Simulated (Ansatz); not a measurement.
`NC(F)[B](F)[AlH2]`, relaxed with RKS PBE0-D4/def2-TZVP in the Gaussian-basis code of Ansatz from a PBE-D4/def2-SVP geometry. The force threshold is 0.005 eV/Å; the program also tests the step.

The species carries charge 0 and has multiplicity 1.

Start:

```xyz
11

N     1.023    0.067   -0.109
C     0.181   -0.333    1.041
F     0.756    0.016    2.254
B    -1.291    0.173    0.589
F    -2.245    0.405    1.485
Al   -0.674    0.185   -1.477
H     1.879   -0.494   -0.221
H     1.319    1.049    0.003
H     0.108   -1.451    0.995
H    -0.388    1.573   -2.247
H    -0.670   -1.192   -2.314
```

| step | energy (eV) | largest force (eV/Å) | largest move (Å) |
| --- | --- | --- | --- |
| 1 | -15307.8961 | 0.626 | 0.000 |
| 2 | -15307.9266 | 0.182 | 0.023 |
| 3 | -15307.9305 | 0.046 | 0.017 |
| 4 | -15307.9307 | 0.034 | 0.009 |
| 5 | -15307.9309 | 0.012 | 0.003 |
| 6 | -15307.9309 | 0.005 | 0.002 |

End:

```xyz
11

N     1.007    0.070   -0.109
C     0.175   -0.338    1.027
F     0.752    0.015    2.229
B    -1.292    0.172    0.586
F    -2.223    0.414    1.482
Al   -0.653    0.182   -1.467
H     1.840   -0.495   -0.230
H     1.299    1.038    0.002
H     0.121   -1.438    0.991
H    -0.383    1.564   -2.222
H    -0.644   -1.185   -2.290
```

Hardware: 4 threads of a server CPU on a shared host. Wall time 33 s, peak host memory 0.6 GiB.
